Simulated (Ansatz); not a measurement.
Start from `OB(O)[Te][SiH3]` and change one atom or group to get `OB(O)[SiH3]`.

Ansatz, PBE0-D4/def2-TZVP geometries, multiplicity 1. Each molecule was computed in one conformer, which needn't be the lowest.

Elements past krypton have def2 core potentials.

```
                                        property  `OB(O)[Te][SiH3]`
           HOMO–LUMO gap (B3LYP/def2-TZVPP) / eV               5.57
             HOMO–LUMO gap (PBE/def2-TZVPP) / eV               4.20
            HOMO–LUMO gap (PBE0/def2-TZVPP) / eV               6.01
               HOMO energy (PBE/def2-TZVPP) / eV              -5.53
size of the dipole moment (B3LYP/def2-TZVPP) / D               1.56
              LUMO energy (PBE0/def2-TZVPP) / eV              -0.54
```

**Question.** What does the change do to each property? (Best estimate.)

**Answer.** Ansatz gave: 
```json
{"property": "HOMO–LUMO gap (B3LYP/def2-TZVPP) / eV", "`OB(O)[SiH3]`": "7.92", "shift": "2.35"}
{"property": "HOMO–LUMO gap (PBE/def2-TZVPP) / eV", "`OB(O)[SiH3]`": "6.13", "shift": "1.93"}
{"property": "HOMO–LUMO gap (PBE0/def2-TZVPP) / eV", "`OB(O)[SiH3]`": "8.32", "shift": "2.31"}
{"property": "HOMO energy (PBE/def2-TZVPP) / eV", "`OB(O)[SiH3]`": "-7.13", "shift": "-1.60"}
{"property": "size of the dipole moment (B3LYP/def2-TZVPP) / D", "`OB(O)[SiH3]`": "3.28", "shift": "1.72"}
{"property": "LUMO energy (PBE0/def2-TZVPP) / eV", "`OB(O)[SiH3]`": "-0.06", "shift": "0.48"}
```

With PBE0 the HOMO falls by 1.83 eV and the LUMO rises by 0.48 eV, so the gap widens by about 2.31 eV. PBE moves the HOMO by -1.60 eV and ωB97M-V by -1.95 eV. Dipoles are sizes alone; their direction can turn.

B3LYP here is the variant with VWN-RPA as its local correlation; programs differ in this.

Spin–orbit coupling is left out; it splits and shifts lone-pair levels of the heavy atoms by tenths of an eV.
